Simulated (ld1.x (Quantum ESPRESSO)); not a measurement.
## What the settings do to the TM potential of Mo (Z = 42)

Base potential:

| Property | Result |
| --- | --- |
| Element | Mo (Z = 42) |
| Generator | ld1.x (Quantum ESPRESSO) 7.5 |
| Type | norm-conserving Troullier–Martins (Kleinman–Bylander form) |
| Functional | PBE |
| Relativity | fully relativistic |
| Frozen core | [Kr] |
| Valence charge | 6 |
| Reference configuration | 4d5 5s1 5p0 |
| Partial waves | 5s (bound): rc 3.15 bohr; 4d (bound): rc 2.40 bohr; 5p (bound, empty): rc 3.30 bohr |
| Local potential | the p channel |
| Core correction | none |

Open shells are filled in proportion to 2j + 1 (rel_dist='average').

Cutoffs, loose and tight: the cutoffs (Ry, on a coarse ladder) from which the occupation-weighted sum of valence levels, in a spherical-Bessel basis at the reference potential, stays within 10 and 1 mRy of its value at 400 Ry. They do not see the model core or the augmentation charge, which bear on the density cutoff. Test errors are all-electron minus pseudo excitation energies from the reference, over the configurations 4d5 5s0 5p0; 4d4 5s0 5p0; 4d3 5s0 5p0; 4d5 5s0 5p1; 4d5.5 5s0.5 5p0; 4d4 5s1 5p0; 4d4 5s2 5p0. A dash means not determined; rows that change the core or the reference have their own tests.

| change | outcome | cutoff, loose | cutoff, tight | bound ghosts | largest test error (meV) |
| --- | --- | --- | --- | --- | --- |
| base | generated | 35 Ry | 40 Ry | none | -347 |
| wave 4d (bound): rc 2.40 bohr becomes 4d (bound): rc 1.56 bohr | generated | 45 Ry | 50 Ry | none | -392 |
| wave 4d (bound): rc 2.40 bohr becomes 4d (bound): rc 1.76 bohr | generated | 40 Ry | 50 Ry | none | -390 |
| wave 4d (bound): rc 2.40 bohr becomes 4d (bound): rc 2.10 bohr | generated | 35 Ry | 45 Ry | none | -379 |
| wave 4d (bound): rc 2.40 bohr becomes 4d (bound): rc 2.80 bohr | generated | 30 Ry | 35 Ry | none | -269 |
| wave 4d (bound): rc 2.40 bohr becomes 4d (bound): rc 3.66 bohr | generated | 18 Ry | 25 Ry | none | +95 |

(1) What comes out with this change to the base: wave 4d (bound): rc 2.40 bohr becomes 4d (bound): rc 2.60 bohr?

(2) What comes out with this change to the base: wave 4d (bound): rc 2.40 bohr becomes 4d (bound): rc 3.34 bohr?

(3) What comes out with this change to the base: wave 4d (bound): rc 2.40 bohr becomes 4d (bound): rc 3.04 bohr?

Results:

(1) outcome: generated; cutoff, loose: 30 Ry; cutoff, tight: 35 Ry; bound ghosts: none; largest test error (meV): -316.

(2) outcome: generated; cutoff, loose: 21 Ry; cutoff, tight: 25 Ry; bound ghosts: none; largest test error (meV): -60.

(3) outcome: generated; cutoff, loose: 25 Ry; cutoff, tight: 30 Ry; bound ghosts: none; largest test error (meV): -201.

Reading the sweep of the d radius (base included, trends over the rows without a ghost): The loose cutoff falls from 45 Ry at 1.56 to 18 Ry at 3.66 bohr. A larger radius leaves more room for a smooth pseudo-wave, so fewer plane waves are needed; a smaller one forces it to follow the all-electron wave where it bends sharply. The median size of the test errors (rows with all tests solved) falls from 64.8 meV at 1.56 to 13.5 meV at 3.66 bohr. This runs against the usual rule that a larger radius transfers worse; these runs do not show why.
